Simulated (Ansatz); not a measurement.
CH11GeNSi2 (`C[N]([GeH3])[SiH2][SiH3]`), charge 0, multiplicity 1.

Question: Give a relaxed structure at PBE0-D4/def2-TZVP (Ansatz). (Estimate.)

Answer: Computed: 
```xyz
16

C    -0.296   -1.287   -1.813
N     0.040   -0.520   -0.621
Ge    1.836   -0.254   -0.326
Si   -1.234    0.349    0.149
Si   -0.579    1.325    2.175
H     0.356   -2.162   -1.913
H    -0.213   -0.700   -2.737
H    -1.323   -1.661   -1.751
H     1.997    0.400    1.053
H     2.451    0.648   -1.417
H     2.518   -1.633   -0.377
H    -1.801    1.435   -0.713
H    -2.365   -0.593    0.401
H     0.383    2.442    1.973
H    -1.803    1.878    2.819
H     0.034    0.332    3.098
```
This is one stationary point; other conformers may exist.
